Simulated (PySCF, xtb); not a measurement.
Cl2H5NSi2, SMILES [SiH2](Cl)N[SiH2]Cl. The values are those of a single conformer.

Harmonic wavenumbers (cm⁻¹) from GFN2-xTB (xtb 6.7.1) at its own minimum, in rising order: 26, 45, 80, 139, 270, 339, 499, 502, 514, 520, 571, 589, 659, 720, 745, 789, 807, 983, 1202, 2253, 2272, 2285, 2301, 3465.

**Question.** What does PBE-D3(BJ)/def2-SVP (PySCF 2.14.0) give at its own minimum? (An estimate is asked for; the answer gives what the named calculation found.)

**Answer.** 30, 30, 144, 200, 250, 404, 507, 525, 546, 586, 686, 739, 818, 850, 888, 899, 905, 926, 1158, 2193, 2195, 2208, 2215, 3501. Paired by order, the mean absolute difference is 71 cm⁻¹ and the zero-point energies are 32.3 and 33.5 kcal/mol.
